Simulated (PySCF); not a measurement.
**Electron correlation in Al (aluminium, neutral)**

[Ne] 3s2 3p1, 2P determinant. Calculation: PySCF 2.14, in cc-pV(T+d)Z (5s4p3d1f, 39 functions); no relativity, point nucleus. Frozen: [Ne]; 3 electrons correlated.

MP2 pair energies summed by pair of shells (mhartree):

```
 pair  energy  share (%)
3s-3s  -20.50       57.2
3s-3p  -15.37       42.8
```

Total MP2 correlation energy: -35.87 mhartree.

Same-spin part -2.54 and opposite-spin part -33.34 mhartree; SCS-MP2 scales them by 1/3 and 6/5 to -40.85 mhartree.

| level | correlation energy (mhartree) |
| --- | --- |
| CCSD | -51.08 |
| (T) | -1.15 |
| CCSD(T) | -52.23 |

Diagnostics: T1 = 0.018, D1 = 0.0408, largest double amplitude 0.101.

Cost of the coupled-cluster step: 0.42 s of wall time on 1 thread of Neoverse-V1 (shared host), for 3 correlated electrons.

Iterations:

```
CC2 = 0
CCSD nocc = (np.int64(2), np.int64(1)), nmo = (34, 34)
frozen orbitals [[0, 1, 2, 3, 4], [0, 1, 2, 3, 4]]
max_cycle = 100
direct = 0
conv_tol = 1e-08
conv_tol_normt = 1e-06
diis_space = 8
diis_start_cycle = 0
Init t2, MP2 energy = -0.0358719664094375
Init E_corr(UCCSD) = -0.0358719664192664
cycle = 1  E_corr(UCCSD) = -0.045013400485949  dE = -0.00914143407  norm(t1,t2) = 0.060411
cycle = 2  E_corr(UCCSD) = -0.0483073611846502  dE = -0.0032939607  norm(t1,t2) = 0.0279779
cycle = 3  E_corr(UCCSD) = -0.0510550873596475  dE = -0.00274772617  norm(t1,t2) = 0.0143046
cycle = 4  E_corr(UCCSD) = -0.0510502673206834  dE = 4.82003896e-06  norm(t1,t2) = 0.00227459
cycle = 5  E_corr(UCCSD) = -0.0510872058898825  dE = -3.69385692e-05  norm(t1,t2) = 0.000349364
cycle = 6  E_corr(UCCSD) = -0.0510735930702899  dE = 1.36128196e-05  norm(t1,t2) = 8.06904e-05
cycle = 7  E_corr(UCCSD) = -0.0510798606221115  dE = -6.26755182e-06  norm(t1,t2) = 2.84456e-05
cycle = 8  E_corr(UCCSD) = -0.0510783722593095  dE = 1.4883628e-06  norm(t1,t2) = 8.86877e-06
cycle = 9  E_corr(UCCSD) = -0.0510782627545985  dE = 1.09504711e-07  norm(t1,t2) = 1.14462e-06
cycle = 10  E_corr(UCCSD) = -0.0510783226327979  dE = -5.98781994e-08  norm(t1,t2) = 3.86217e-07
cycle = 11  E_corr(UCCSD) = -0.0510783246964485  dE = -2.06365054e-09  norm(t1,t2) = 7.43926e-08
UCCSD converged
E(UCCSD) = -241.9301624904612  E_corr = -0.05107832469644849
UCCSD(T) correction = -0.00114884719642218
```
